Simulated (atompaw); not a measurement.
**titanium (Ti): one change to a PAW (atompaw) potential, before and after**

```
Element                 : titanium (Ti)
Generator               : atompaw 4.2.0.5
Type                    : PAW
Functional              : LDA (PW92)
Relativity              : scalar-relativistic
Frozen core             : [Ne]
Valence charge          : 12
Reference configuration : 3s2 3p6 3d2 4s1 4p0 (charge +1)
Partial waves           : 3s (bound); 4s (bound); 3p (bound); 4p (bound, empty); 3d (bound); 3d channel at 2.95 Ry
Local potential         : troulliermartins scheme with l = 3 at -0.5 Ry, radius 1.55 bohr
Core correction         : smooth core density matched at 1.90 bohr
Augmentation charge     : besselshape compensation charge, radius 1.95 bohr; PAW radius 1.95 bohr; waves and projectors: bloechl
```

All-electron outer shells of the reference configuration (LDA (PW92), scalar-relativistic, ld1.x):

```
shell  level (eV)  outermost node (bohr)  outermost maximum (bohr)
   2p     -451.31                      –                      0.22
   3s      -69.63                   0.40                      0.87
   3p      -46.16                   0.37                      0.90
   3d      -11.64                      –                      0.97
   4s      -10.59                   1.24                      2.74
   4p       -6.77                   1.37                      3.31
```

Change: local potential troulliermartins scheme with l = 3 at -0.5 Ry, radius 1.00 bohr.

Cutoffs: the cutoffs (Ry, on a coarse ladder) from which the occupation-weighted sum of valence levels, in a spherical-Bessel basis at the reference potential, stays within 10 and 1 mRy of its value at 400 Ry; they do not see the model core or the augmentation charge, which bear on the density cutoff.

**Question.** What does the change do?

**Answer.** The potential gets harder (60 Ry and 90 Ry → 180 Ry and 230 Ry); the range in which the s phases agree narrows (upper end at the end of the scan → 0.4); neither file shows a bound ghost.

| quantity | base | changed |
| --- | --- | --- |
| cutoff, loose | 60 Ry | 180 Ry |
| cutoff, tight | 90 Ry | 230 Ry |
| loose cutoff by channel (10 mRy a level) | s 30 Ry, p 40 Ry, d 50 Ry | s 160 Ry, p 100 Ry, d 90 Ry |
| bound ghosts | none | none |
| s: phases at 1.96 bohr within 0.05 rad from the reference energy up to (Ry; the scan ends near 5) | to the end of the scan | 0.4 |
| p: phases at 1.96 bohr within 0.05 rad from the reference energy up to (Ry; the scan ends near 5) | to the end of the scan | to the end of the scan |
| d: phases at 1.96 bohr within 0.05 rad from the reference energy up to (Ry; the scan ends near 5) | to the end of the scan | to the end of the scan |
| lowest overlap eigenvalue by channel | s 0.46, p 0.86, d 1.00 | s 0.10, p 0.45, d 1.00 |

 The cutoffs see the waves, projectors and local potential, not the compensation charge or the core.
